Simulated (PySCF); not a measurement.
## Polarisability and C₆ of Zn²⁺ (zinc, charge +2)

[Ar] 3d9 4s1, high-spin 3D determinant (an excited configuration). Calculation: PySCF 2.14, in aug-cc-pVQZ-PP with ECP10MDF; scalar relativity through the core potential. Coupled (time-dependent) response in atomic units; α is the mean over directions.

```json
{"method": "MN15", "mean α (bohr³)": "11.37", "α xx, yy, zz": "11.63, 11.63, 10.86", "C₆ (like pair)": "36.58", "S(−4)": "112.7"}
```

S(−4) is the Cauchy moment in α(ω) = α(0) + S(−4) ω² + …

α(iu) at MN15:

| u (hartree) | α(iu) (bohr³) |
| --- | --- |
| 0 | 11.37 |
| 0.0500 | 11.10 |
| 0.100 | 10.36 |
| 0.200 | 8.276 |
| 0.300 | 6.353 |
| 0.500 | 3.969 |
| 0.750 | 2.600 |
| 1.00 | 1.927 |
| 1.50 | 1.274 |
| 2.00 | 0.9480 |
| 3.00 | 0.6098 |
| 5.00 | 0.3250 |

A single London oscillator, α(iu) = α/(1 + u²/ω²), gives C₆ = (3/4) ω α². Matching the computed C₆ needs ω = 4 × 36.58 / (3 × 11.37²) = 0.377 hartree.

For an ion, C₆ is the dispersion term alone; charge-induced terms of lower order in 1/R come first.

The components differ because the open shell of this determinant is not spherical; for a pure term their mean is the scalar polarisability.

Energies and moments cover only the electrons outside the core potential.
